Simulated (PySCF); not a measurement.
BaS: mean field, correlation and small terms against distance

State: ¹Σ⁺, singlet, closed shell. RHF-based CCSD(T) in PySCF 2.14 with Ba cc-pwCVDZ-X2C, S aug-cc-pVDZ-DK and Ba cc-pwCVTZ-X2C, S aug-cc-pVTZ-DK (frozen core orbitals: 28; spin-free X2C with a Gaussian nucleus). Correlation energies are extrapolated as n⁻³ (n = 2, 3), Hartree–Fock as (n+1)·exp(−9√n). CV is the change on freezing 24 orbitals instead, in Ba cc-pwCVTZ-X2C, S cc-pCVTZ-DK. All energies in eV from Ba + S.

```
 R (Å)  HF/CBS  CCSD corr.      (T)       CV   total
2.2068  -1.105      -1.858  -0.2323  -0.0278  -3.223
2.3071  -1.775      -1.784  -0.2386  -0.0222  -3.820
2.4074  -2.153      -1.723  -0.2471  -0.0175  -4.140
2.5077  -2.312      -1.674  -0.2581  -0.0138  -4.257
2.6080  -2.306      -1.637  -0.2722  -0.0108  -4.226
2.7334  -2.137      -1.606  -0.2945  -0.0080  -4.045
2.8588  -1.847      -1.589  -0.3226  -0.0059  -3.765
```

A fit to the total gives Re = 2.5324 Å, De = 4.261 eV, ωe = 374.5 cm⁻¹, Be = 0.1013 cm⁻¹ (masses 137.9052 and 31.9721 u).

Question: At R = 2.5077 Å the CCSD correlation energy is -0.295308 hartree in the smaller basis and -0.414759 in the larger. Extrapolate it.

Answer: (3³·E3 − 2³·E2)/(3³ − 2³) = -0.46505 hartree; the larger basis holds 89.2 % of it.

The T1 diagnostic is 0.026, large enough to doubt a single reference. The open-shell atoms are computed with UHF. Spin–orbit coupling, excitations beyond (T) and corrections to the Born–Oppenheimer picture are left out, and spin–orbit coupling matters for open p, d or f shells this heavy.
